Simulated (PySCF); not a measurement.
CSe₂. Atoms are numbered in the order given.

```xyz
3

Se     0.0000     0.0000     1.6827
C      0.0000     0.0000     0.0000
Se     0.0000     0.0000    -1.6827
```

The structure is a stationary point at ωB97X-D3(BJ)/def2-TZVP.

Level of theory: ωB97X-D3(BJ)/def2-TZVP (PySCF 2.14.0).

Frequencies are harmonic and unscaled.

Modes within 1.5 cm⁻¹ of each other (mostly degenerate sets) share a row, with their intensities summed.

```tsv
mode	ν (cm⁻¹)	IR (km/mol)	moving atoms (share of kinetic energy)
1–2	334	11.7	C 93 %
3	400	0.0	Se 100 %
4	1365	846.5	C 93 %
```
